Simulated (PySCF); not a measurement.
Input file for PySCF: D3(BJ) and D4 dispersion corrections on AlH3O3 (SMILES [OH][Al]([OH])[OH]), a point of a torsion scan.

```python
from pyscf import gto
from pyscf.dispersion import dftd3, dftd4

mol = gto.M(
    atom='''
    O    -1.47537049   -0.78927720   -0.32841581
    Al    0.16154826   -0.56137466   -0.43572742
    O     1.06284395   -0.33505368    0.93901170
    O     0.92252993   -0.63558050   -1.90970218
    H    -2.20583746   -0.54915701    0.22279628
    H     1.98216290   -0.20653541    1.12654672
    H     0.65070236   -0.77082493   -2.80671540
    ''',
    basis='def2-svp',
    charge=0, spin=0, verbose=0, max_memory=1800)
d3, d4 = {}, {}
for xc in ['hf', 'pbe', 'blyp', 'revpbe', 'tpss', 'r2scan', 'b3lyp', 'pbe0', 'bhlyp', 'camb3lyp', 'b2plyp']:
    d3[xc] = float(dftd3.DFTD3Dispersion(mol, xc=xc, version='d3bj', atm=False).get_dispersion()['energy'])
    print(f'D3(BJ) {xc:10s} {d3[xc]:14.8f} Eh')
for xc in ['hf', 'pbe', 'blyp', 'revpbe', 'tpss', 'r2scan', 'b3lyp', 'pbe0', 'bhlyp', 'camb3lyp', 'b2plyp']:
    d4[xc] = float(dftd4.DFTD4Dispersion(mol, xc={'camb3lyp': 'cam-b3lyp'}.get(xc, xc), atm=True).get_dispersion()['energy'])
    print(f'D4     {xc:10s} {d4[xc]:14.8f} Eh')
```

Program output:

```
D3(BJ) hf            -0.02843184 Eh
D3(BJ) pbe           -0.00323063 Eh
D3(BJ) blyp          -0.00712119 Eh
D3(BJ) revpbe        -0.00797545 Eh
D3(BJ) tpss          -0.00412090 Eh
D3(BJ) r2scan        -0.00088812 Eh
D3(BJ) b3lyp         -0.00587602 Eh
D3(BJ) pbe0          -0.00284672 Eh
D3(BJ) bhlyp         -0.00483173 Eh
D3(BJ) camb3lyp      -0.00265831 Eh
D3(BJ) b2plyp        -0.00283873 Eh
D4     hf            -0.01339344 Eh
D4     pbe           -0.00378452 Eh
D4     blyp          -0.00836373 Eh
D4     revpbe        -0.01130992 Eh
D4     tpss          -0.00510081 Eh
D4     r2scan        -0.00088961 Eh
D4     b3lyp         -0.00613335 Eh
D4     pbe0          -0.00317251 Eh
D4     bhlyp         -0.00472844 Eh
D4     camb3lyp      -0.00321053 Eh
D4     b2plyp        -0.00262016 Eh
```

The run finished.

Cost: roughly 0.04 core-seconds.
